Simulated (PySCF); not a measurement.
NMR data simulated for an unnamed compound:

¹H NMR (400 MHz, computed): δ 5.03 (m, 1H), 1.84 (m, 1H), 1.73 (m, 1H), 1.59 (m, 1H), 1.53 (m, 1H), 1.33 (d, 3H), 0.58 (m, 1H).

¹³C{¹H} NMR (computed): δ 93.3 (C), 74.7 (CH), 30.3 (CH), 26.8 (CH), 26.6 (CH3), 10.4 (CH2).

PySCF calculation with geometry from GFN2-xTB and σ from GIAO-PBE0/pcSseg-1; averaged over atoms made equivalent by symmetry, fast rotation or ring inversion, one conformer, no solvent model, non-relativistic Hamiltonian.

Referencing at the same level of theory: ¹H and ¹³C against TMS.

Which of these does the molecule contain: a CF3 group, a CH3CH2 unit, a three-membered ring, a Si–H bond, a C≡C triple bond, a methoxy group?

Answers


- A CF3 group: no.
- A CH3CH2 unit: no.
- A three-membered ring: yes.
- A Si–H bond: yes (δH 5.03 (m)).
- A C≡C triple bond: yes (δC 74.7, 93.3; δH 1.53 (m)).
- A methoxy group: no.

The data belong to `C#C[C@@H](C)[C@H]1C[Si@@H]1F`, C6H9FSi; they needn't prove each group on their own.

Carbon signals by region: 2 at 50–100 ppm, 4 below 50 ppm.

Splittings by ¹⁹F in the carbon and heteronuclear signals aren't shown, as no couplings were computed. Shifts are as computed. Against solution values, carbons near 30 ppm lie about +3 ppm off and those near 130 ppm about +5 ppm. Of 1309 compounds with measured shifts, 239 miss one by over three times the rms of a fit or turn the order of signals round; such compounds aren't used in these exercises. Multiplicities follow the n + 1 count of equivalent neighbours, as no J values were calculated; m marks all less simple cases, F and P coupling included.
